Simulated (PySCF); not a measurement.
H4OSiTe, singlet, geometry from GFN2-xTB (core potentials on Te); PySCF with DF-PBE/def2-SV(P).

Input for PySCF:
```python
from pyscf import gto, scf, dft

mol = gto.Mole()
mol.atom = '''
    Te    0.10416374   -0.28143747    0.51856044
    O     0.82047244   -1.32392744   -1.05040063
    H     1.77402636   -1.35754207   -1.01315776
    Si   -0.77776738    1.49791934   -0.98649532
    H    -1.32145574    2.49190052   -0.06734503
    H    -1.82839435    1.01930696   -1.88053296
    H     0.28427295    2.10163177   -1.78996738
'''
mol.basis = 'def2-sv(p)'
mol.ecp = {'Te': 'def2-sv(p)'}
mol.verbose = 4
mol.max_memory = 1800
mol.build()

mf = dft.RKS(mol)
mf.xc = 'pbe'
mf = mf.density_fit(auxbasis='def2-universal-jkfit')
mf.kernel()
```

Output, abridged:

```
PySCF version 2.14.0

[INPUT] verbose = 4
[INPUT] num. atoms = 7
[INPUT] num. electrons = 50
[INPUT] charge = 0
[INPUT] spin (= nelec alpha-beta = 2S) = 0
[INPUT] symmetry False subgroup None
[INPUT] Mole.unit = angstrom
[INPUT] Symbol           X                Y                Z      unit          X                Y                Z       unit  Magmom
[INPUT]  1 Te     0.104163740000  -0.281437470000   0.518560440000 AA    0.196840940710  -0.531839739490   0.979937210634 Bohr   0.0
[INPUT]  2 O      0.820472440000  -1.323927440000  -1.050400630000 AA    1.550468204354  -2.501860270397  -1.984969511771 Bohr   0.0
[INPUT]  3 H      1.774026360000  -1.357542070000  -1.013157760000 AA    3.352423958159  -2.565382714875  -1.914590687378 Bohr   0.0
[INPUT]  4 Si    -0.777767380000   1.497919340000  -0.986495320000 AA   -1.469767336821   2.830657309289  -1.864205977965 Bohr   0.0
[INPUT]  5 H     -1.321455740000   2.491900520000  -0.067345030000 AA   -2.497189434334   4.709009512461  -0.127263662551 Bohr   0.0
[INPUT]  6 H     -1.828394350000   1.019306960000  -1.880532960000 AA   -3.455164569202   1.926210991263  -3.553692262618 Bohr   0.0
[INPUT]  7 H      0.284272950000   2.101631770000  -1.789967380000 AA    0.537198020122   3.971508459985  -3.382548120105 Bohr   0.0

nuclear repulsion = 182.646427849484
number of shells = 32
number of NR pGTOs = 137
number of NR cGTOs = 66
basis = def2-sv(p)
ecp = {'Te': 'def2-sv(p)'}

******** <class 'pyscf.df.df_jk.DFRKS'> ********
method = DFRKS
initial guess = minao
damping factor = 0
level_shift factor = 0
DIIS = <class 'pyscf.scf.diis.CDIIS'>
diis_start_cycle = 1
diis_space = 8
diis_damp = 0
SCF conv_tol = 1e-09
SCF conv_tol_grad = None
SCF max_cycles = 50
direct_scf = False
XC library pyscf.dft.libxc version 7.1.2
    S. Lehtola, C. Steigemann, M. J. T. Oliveira, and M. A. L. Marques,  SoftwareX 7, 1–5 (2018)
XC functionals = pbe
    J. P. Perdew, K. Burke, and M. Ernzerhof,  Phys. Rev. Lett. 77, 3865 (1996)
    J. P. Perdew, K. Burke, and M. Ernzerhof,  Phys. Rev. Lett. 78, 1396 (1997)
    J. P. Perdew, K. Burke, and M. Ernzerhof,  Phys. Rev. Lett. 77, 3865 (1996)
    J. P. Perdew, K. Burke, and M. Ernzerhof,  Phys. Rev. Lett. 78, 1396 (1997)
radial grids:
    Treutler-Ahlrichs [JCP 102, 346 (1995); DOI:10.1063/1.469408] (M4) radial grids

becke partition: Becke, JCP 88, 2547 (1988); DOI:10.1063/1.454033
pruning grids: <function nwchem_prune>
grids dens level: 3
symmetrized grids: False
atomic radii adjust function: <function treutler_atomic_radii_adjust>
small_rho_cutoff = 0
Set gradient conv threshold to 3.16228e-05
Initial guess from minao.
tot grids = 94456
init E= -607.242520420671
  HOMO = -0.649995672603843  LUMO = -0.645311523336247  gap/eV = 0.12746
cycle= 1 E= -630.690556904929  delta_E= -23.4  |g|= 3.44  |ddm|=    9
  HOMO = -0.0297868920781565  LUMO = -0.000403767743188191  gap/eV = 0.79956
cycle= 2 E= -601.321184793943  delta_E= 29.4  |g|= 8.14  |ddm|= 23.9
  HOMO = -0.0710349144242023  LUMO = -0.0338704581407938  gap/eV = 1.01130
cycle= 3 E= -632.538716467203  delta_E= -31.2  |g|= 2.19  |ddm|= 23.2
  HOMO = -0.105926277002078  LUMO = -0.0785729772487207  gap/eV = 0.74432
cycle= 4 E= -624.609824454976  delta_E= 7.93  |g|= 3.57  |ddm|=   11
  HOMO = -0.250517265097071  LUMO = -0.148407213273472  gap/eV = 2.77856
cycle= 5 E= -634.607002567924  delta_E=  -10  |g|= 0.657  |ddm|= 9.21
  HOMO = -0.1808113247642  LUMO = -0.111913576359896  gap/eV = 1.87480
cycle= 6 E= -634.660927975765  delta_E= -0.0539  |g|= 0.342  |ddm|= 0.903
  HOMO = -0.182462360510087  LUMO = -0.103712593940678  gap/eV = 2.14289
cycle= 7 E= -634.692426724844  delta_E= -0.0315  |g|= 0.259  |ddm|= 0.752
  HOMO = -0.188281549136611  LUMO = -0.101312464383597  gap/eV = 2.36655
cycle= 8 E= -634.706367137652  delta_E= -0.0139  |g|= 0.116  |ddm|= 0.379
  HOMO = -0.190928296923102  LUMO = -0.101814890520295  gap/eV = 2.42490
cycle= 9 E= -634.711250635253  delta_E= -0.00488  |g|= 0.0409  |ddm|= 0.209
  HOMO = -0.188374787501383  LUMO = -0.0990801438084645  gap/eV = 2.42983
cycle= 10 E= -634.711741354295  delta_E= -0.000491  |g|= 0.0092  |ddm|= 0.0663
  HOMO = -0.188013497940646  LUMO = -0.0987710167543199  gap/eV = 2.42841
cycle= 11 E= -634.711776541432  delta_E= -3.52e-05  |g|= 0.00204  |ddm|= 0.0187
  HOMO = -0.188124010877168  LUMO = -0.0988685325012  gap/eV = 2.42877
cycle= 12 E= -634.711778147088  delta_E= -1.61e-06  |g|= 0.000425  |ddm|= 0.00361
  HOMO = -0.188113334483699  LUMO = -0.0988416309241842  gap/eV = 2.42921
cycle= 13 E= -634.711778198224  delta_E= -5.11e-08  |g|= 8.05e-05  |ddm|= 0.000623
  HOMO = -0.188106790733894  LUMO = -0.0988348835361919  gap/eV = 2.42921
cycle= 14 E= -634.711778200986  delta_E= -2.76e-09  |g|= 1.75e-05  |ddm|= 0.000163
  HOMO = -0.188107632341215  LUMO = -0.0988357929543042  gap/eV = 2.42921
cycle= 15 E= -634.711778201101  delta_E= -1.15e-10  |g|= 3.03e-06  |ddm|= 3.05e-05
  HOMO = -0.188107882516757  LUMO = -0.0988358801268632  gap/eV = 2.42921
Extra cycle  E= -634.711778201096  delta_E= 4.77e-12  |g|= 5.28e-06  |ddm|= 1.18e-05
converged SCF energy = -634.711778201096
```
